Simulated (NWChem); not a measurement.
System: TiH3O2F3; SMILES [OH][Ti](<-[OH2])([F])([F])[F]

Here is an NWChem input.

```
start job
memory heap 200 mb stack 900 mb global 1100 mb
geometry units angstroms noautoz
  Ti    -0.009711     0.254664    -0.060795
  F      1.414511     0.152665    -1.060114
  F     -1.530003    -0.289137    -0.766243
  F      0.297594    -0.086614     1.645330
  O     -0.275533     1.988449     0.006940
  H      0.196235     2.771870     0.303555
  O      0.183045    -2.067004    -0.010168
  H     -0.679388    -2.401280    -0.288739
  H      0.267255    -2.296068     0.924463
end
basis spherical
  * library pcseg-1
end
dft
  xc b3lyp
  iterations 150
  mulliken
end
task dft gradient
```

Excerpt of the output:

```
             Northwest Computational Chemistry Package (NWChem) 7.3.0
             --------------------------------------------------------

 C1  symmetry detected

                             Geometry "geometry" -> ""
                             -------------------------

 Output coordinates in angstroms (scale by  1.889725989 to convert to a.u.)

  No.       Tag          Charge          X              Y              Z
 ---- ---------------- ---------- -------------- -------------- --------------
    1 Ti                  22.0000    -0.02332138    -0.24050651     0.01079937
    2 F                    9.0000     0.45861394    -0.13941208     1.68261540
    3 F                    9.0000    -1.66952882     0.24779350    -0.38445792
    4 F                    9.0000     1.27035571     0.16105662    -1.12362392
    5 O                    8.0000    -0.12475777    -1.97661968    -0.22769913
    6 H                    1.0000     0.45716099    -2.73991289    -0.17249049
    7 O                    8.0000     0.07362307     2.08522146     0.11781086
    8 H                    1.0000    -0.78515518     2.39183616    -0.20096848
    9 H                    1.0000     0.71517461     2.34546333    -0.55582296

 Effective nuclear repulsion energy (a.u.)     452.5606242813

                                 NWChem DFT Module
                                 -----------------

 Summary of "ao basis" -> "ao basis" (spherical)
 ------------------------------------------------------------------------------
       Tag                 Description            Shells   Functions and Types
 ---------------- ------------------------------  ------  ---------------------
 Ti                         pcseg-1                 11       31   5s3p2d1f
 F                          pcseg-1                  6       14   3s2p1d
 O                          pcseg-1                  6       14   3s2p1d
 H                          pcseg-1                  3        5   2s1p

            General Information
            -------------------
          SCF calculation type: DFT
          Wavefunction type:  closed shell.
          No. of atoms     :     9
          No. of electrons :    68
           Alpha electrons :    34
            Beta electrons :    34
          Charge           :     0
          Spin multiplicity:     1
          Use of symmetry is: off; symmetry adaption is: off
          Maximum number of iterations: 150
          AO basis - number of functions:   116
                     number of shells:    50
          Convergence on energy requested:  1.00D-06
          Convergence on density requested:  1.00D-05
          Convergence on gradient requested:  5.00D-04

              XC Information
              --------------
                         B3LYP Method XC Potential
                     Hartree-Fock (Exact) Exchange  0.200
                        Slater Exchange Functional  0.800 local
                    Becke 1988 Exchange Functional  0.720 non-local
              Lee-Yang-Parr Correlation Functional  0.810
                  VWN I RPA Correlation Functional  0.190 local

             Grid Information
             ----------------
          Grid used for XC integration:  medium
          Radial quadrature: Mura-Knowles
          Angular quadrature: Lebedev.
          Tag              B.-S. Rad. Rad. Pts. Rad. Cut. Ang. Pts.
          ---              ---------- --------- --------- ---------
          Ti                  1.40      112          10.0       590
          F                   0.50       49          10.0       434
          O                   0.60       49          12.0       434
          H                   0.35       45          13.0       434
          Grid pruning is: on
          Number of quadrature shells:   492
          Spatial weights used:  Erf1

      Superposition of Atomic Density Guess
      -------------------------------------

 Sum of atomic energies:       -1297.25912866

      Non-variational initial energy
      ------------------------------

 Total energy =   -1297.498617
 1-e energy   =   -2688.262245
 2-e energy   =     938.203004
 HOMO         =      -0.517253
 LUMO         =      -0.039614

     ---------------------------------------------
      Total Density - Mulliken Population Analysis
     ---------------------------------------------

    Atom       Charge   Shell Charges
 -----------   ------   -------------------------------------------------------
    1 Ti  22    18.87   2.00  2.00  2.00  0.10  0.04  6.00  6.00  0.10  0.47  0.12  0.02
    2 F    9     9.82   2.00  0.98  1.00  3.72  2.12  0.00
    3 F    9     9.82   2.00  0.98  1.00  3.71  2.13  0.00
    4 F    9     9.82   2.00  0.98  1.00  3.71  2.13  0.00
    5 O    8     9.15   2.00  0.93  0.89  3.33  2.00  0.00
    6 H    1     0.62   0.53  0.04  0.05
    7 O    8     8.68   2.00  0.91  0.79  3.12  1.85  0.00
    8 H    1     0.62   0.53  0.04  0.05
    9 H    1     0.62   0.53  0.04  0.05

   convergence    iter        energy       DeltaE   RMS-Dens  Diis-err
 ---------------- ----- ----------------- --------- --------- ---------
 d= 0,ls=0.0,diis     1  -1300.8484474929 -1.75D+03  4.42D-02  3.78D+00
 d= 0,ls=0.0,diis     2  -1286.2909147754  1.46D+01  3.70D-02  1.26D+02
 d= 0,ls=0.0,diis     3  -1301.2033671980 -1.49D+01  7.50D-03  2.07D+00
 d= 0,ls=0.0,diis     4  -1301.2465436249 -4.32D-02  3.72D-03  1.29D+00
 d= 0,ls=0.0,diis     5  -1301.3588015562 -1.12D-01  1.30D-03  1.39D-01
  Resetting Diis
 d= 0,ls=0.0,diis     6  -1301.3703809490 -1.16D-02  9.50D-04  4.14D-02
 d= 0,ls=0.0,diis     7  -1301.3738565967 -3.48D-03  1.04D-03  8.53D-03
 d= 0,ls=0.0,diis     8  -1301.3714613819  2.40D-03  7.13D-04  3.61D-02
 d= 0,ls=0.0,diis     9  -1301.3745832121 -3.12D-03  4.89D-05  1.48D-04
 d= 0,ls=0.0,diis    10  -1301.3745951972 -1.20D-05  1.55D-05  8.53D-06
 d= 0,ls=0.0,diis    11  -1301.3745960450 -8.48D-07  4.42D-06  7.78D-07

         Total DFT energy =    -1301.374596045003
      One electron energy =    -2693.444645018252
           Coulomb energy =     1031.331771887501
    Exchange-Corr. energy =      -91.822347195563
 Nuclear repulsion energy =      452.560624281311

 Numeric. integr. density =       67.999992289835

                       DFT Final Molecular Orbital Analysis
                       ------------------------------------

 Vector   32  Occ=2.000000D+00  E=-3.738416D-01
              MO Center= -2.5D-01,  1.1D+00, -6.8D-02, r^2= 3.4D+00
   Bfn.  Coefficient  Atom+Function         Bfn.  Coefficient  Atom+Function
  ----- ------------  ---------------      ----- ------------  ---------------
    97      0.402483  7 O  py                98      0.313302  7 O  pz
   100      0.304077  7 O  py                50      0.295749  3 F  py
   101      0.223043  7 O  pz                77     -0.210875  5 O  px
    53      0.205229  3 F  py                80     -0.144799  5 O  px
    64      0.135037  4 F  py                49      0.132927  3 F  px

 Vector   33  Occ=2.000000D+00  E=-3.591991D-01
              MO Center= -6.2D-02, -1.1D+00, -1.7D-01, r^2= 3.2D+00
   Bfn.  Coefficient  Atom+Function         Bfn.  Coefficient  Atom+Function
  ----- ------------  ---------------      ----- ------------  ---------------
    77      0.433849  5 O  px                80      0.310481  5 O  px
    78      0.259393  5 O  py                97      0.226862  7 O  py
    79      0.211591  5 O  pz                81      0.200243  5 O  py
   100      0.169853  7 O  py                82      0.156398  5 O  pz
    64      0.143185  4 F  py                36      0.132188  2 F  py

 Vector   34  Occ=2.000000D+00  E=-3.521064D-01
              MO Center=  5.5D-02, -1.5D+00, -1.4D-01, r^2= 1.9D+00
   Bfn.  Coefficient  Atom+Function         Bfn.  Coefficient  Atom+Function
  ----- ------------  ---------------      ----- ------------  ---------------
    79      0.544745  5 O  pz                82      0.397975  5 O  pz
    64     -0.201363  4 F  py                36      0.198598  2 F  py
    77     -0.170584  5 O  px                67     -0.144209  4 F  py
    39      0.140750  2 F  py                16     -0.138812  1 Ti d -1
    80     -0.124863  5 O  px                78     -0.089843  5 O  py

 Vector   35  Occ=0.000000D+00  E=-9.570503D-02
              MO Center= -3.3D-02, -3.2D-01, -4.4D-03, r^2= 1.3D+00
   Bfn.  Coefficient  Atom+Function         Bfn.  Coefficient  Atom+Function
  ----- ------------  ---------------      ----- ------------  ---------------
    15      0.777766  1 Ti d -2              18     -0.281331  1 Ti d  1
    17     -0.250665  1 Ti d  0              16      0.203628  1 Ti d -1
    20      0.173996  1 Ti d -2              19      0.153283  1 Ti d  2
    50      0.144744  3 F  py                77      0.137358  5 O  px
    89      0.135198  6 H  s                 80      0.123037  5 O  px

 Vector   36  Occ=0.000000D+00  E=-8.825136D-02
              MO Center= -1.4D-02, -3.1D-01,  1.3D-02, r^2= 1.2D+00
   Bfn.  Coefficient  Atom+Function         Bfn.  Coefficient  Atom+Function
  ----- ------------  ---------------      ----- ------------  ---------------
    16      0.831146  1 Ti d -1              18      0.256957  1 Ti d  1
    79      0.197451  5 O  pz                82      0.194068  5 O  pz
    19      0.182250  1 Ti d  2              21      0.176694  1 Ti d -1
    15     -0.161411  1 Ti d -2              36     -0.154895  2 F  py
    39     -0.131801  2 F  py                64      0.127967  4 F  py

 Vector   37  Occ=0.000000D+00  E=-5.088823D-02
              MO Center= -1.4D-02, -2.5D-01,  3.6D-02, r^2= 1.3D+00
   Bfn.  Coefficient  Atom+Function         Bfn.  Coefficient  Atom+Function
  ----- ------------  ---------------      ----- ------------  ---------------
    18      0.544967  1 Ti d  1              17      0.481191  1 Ti d  0
    15      0.406527  1 Ti d -2              19     -0.322323  1 Ti d  2
    49      0.211202  3 F  px                52      0.208649  3 F  px
    63      0.187938  4 F  px                35      0.185108  2 F  px
    66      0.175234  4 F  px                12     -0.161272  1 Ti px

     ---------------------------------------------
      Total Density - Mulliken Population Analysis
     ---------------------------------------------

    Atom       Charge   Shell Charges
 -----------   ------   -------------------------------------------------------
    1 Ti  22    20.43   2.00  2.00  2.01  0.10  0.02  6.00  6.03  0.29  1.58  0.37  0.02
    2 F    9     9.44   2.00  0.95  1.02  3.42  2.05  0.01
    3 F    9     9.47   2.00  0.94  1.02  3.42  2.08  0.01
    4 F    9     9.47   2.00  0.94  1.02  3.42  2.09  0.01
    5 O    8     8.59   2.00  0.89  0.91  2.97  1.82  0.01
    6 H    1     0.74   0.67  0.02  0.05
    7 O    8     8.38   1.99  0.90  0.80  2.98  1.69  0.01
    8 H    1     0.74   0.67  0.02  0.05
    9 H    1     0.74   0.67  0.02  0.05

     -------------------------------------------
      Total Density - Lowdin Population Analysis
     -------------------------------------------

    Atom       Charge   Shell Charges
 -----------   ------   -------------------------------------------------------
    1 Ti  22    21.52   2.00  1.99  1.85  0.28  0.09  5.99  5.81  0.76  1.49  1.23  0.04
    2 F    9     9.20   1.99  0.93  0.83  3.32  2.11  0.01
    3 F    9     9.23   1.99  0.93  0.83  3.33  2.13  0.01
    4 F    9     9.23   1.99  0.93  0.84  3.33  2.14  0.01
    5 O    8     8.23   1.99  0.82  0.66  2.84  1.91  0.02
    6 H    1     0.82   0.55  0.13  0.14
    7 O    8     8.11   1.99  0.79  0.64  2.81  1.86  0.02
    8 H    1     0.83   0.56  0.14  0.13
    9 H    1     0.83   0.56  0.14  0.13

     Multipole analysis of the density
     ---------------------------------

     L   x y z        total         alpha         beta         nuclear
     -   - - -        -----         -----         ----         -------
     0   0 0 0     -0.000000    -34.000000    -34.000000     68.000000

     1   1 0 0      0.253496      0.126748      0.126748     -0.000000
     1   0 1 0      0.458174      0.229087      0.229087     -0.000000
     1   0 0 1     -0.529274     -0.264637     -0.264637      0.000000

     2   2 0 0    -34.669119    -94.147966    -94.147966    153.626814
     2   1 1 0     -2.883544     -0.395274     -0.395274     -2.092995
     2   1 0 1     -0.513657      0.015068      0.015068     -0.543793
     2   0 2 0    -23.060610   -166.878987   -166.878987    310.697364
     2   0 1 1     -2.866195     -0.718386     -0.718386     -1.429423
     2   0 0 2    -35.838438    -87.700057    -87.700057    139.561676

            General Information
            -------------------
          SCF calculation type: DFT
          Wavefunction type:  closed shell.
          No. of atoms     :     9
          No. of electrons :    68
           Alpha electrons :    34
            Beta electrons :    34
          Charge           :     0
          Spin multiplicity:     1
          Use of symmetry is: off; symmetry adaption is: off
          Maximum number of iterations: 150
          AO basis - number of functions:   116
                     number of shells:    50
          Convergence on energy requested:  1.00D-06
          Convergence on density requested:  1.00D-05
          Convergence on gradient requested:  5.00D-04

              XC Information
              --------------
                         B3LYP Method XC Potential
                     Hartree-Fock (Exact) Exchange  0.200
                        Slater Exchange Functional  0.800 local
                    Becke 1988 Exchange Functional  0.720 non-local
              Lee-Yang-Parr Correlation Functional  0.810
                  VWN I RPA Correlation Functional  0.190 local

             Grid Information
             ----------------
          Grid used for XC integration:  medium
          Radial quadrature: Mura-Knowles
          Angular quadrature: Lebedev.
          Tag              B.-S. Rad. Rad. Pts. Rad. Cut. Ang. Pts.
          ---              ---------- --------- --------- ---------
          Ti                  1.40      112          10.0       590
          F                   0.50       49          10.0       434
          O                   0.60       49          12.0       434
          H                   0.35       45          13.0       434
          Grid pruning is: on
          Number of quadrature shells:   492
          Spatial weights used:  Erf1

          Convergence Information
          -----------------------
          Convergence aids based upon iterative change in
          total energy or number of iterations.
          Levelshifting, if invoked, occurs when the
          HOMO/LUMO gap drops below (HL_TOL):  1.00D-02
          DIIS, if invoked, will attempt to extrapolate
          using up to (NFOCK): 10 stored Fock matrices.

[...]

                         DFT ENERGY GRADIENTS

    atom               coordinates                        gradient
                 x          y          z           x          y          z
   1 Ti     -0.044071  -0.454491   0.020408    0.001571  -0.002246   0.000953
   2 F       0.866655  -0.263451   3.179682   -0.005179  -0.001239  -0.017912
   3 F      -3.154952   0.468262  -0.726520    0.015972  -0.004115   0.003644
   4 F       2.400624   0.304353  -2.123341   -0.012702  -0.003418   0.010935
   5 O      -0.235758  -3.735270  -0.430289    0.003389   0.011528   0.002364
   6 H       0.863909  -5.177685  -0.325960   -0.002879   0.005479  -0.000105
   7 O       0.139127   3.940497   0.222630   -0.001103   0.000416  -0.004898
   8 H      -1.483728   4.519915  -0.379775    0.005396  -0.003351   0.001357
   9 H       1.351484   4.432283  -1.050353   -0.004465  -0.003054   0.003662
```

Level: B3LYP/pcseg-1. The geometry was optimised at PBE0/def2-SVP. No frequency run checked for a minimum.
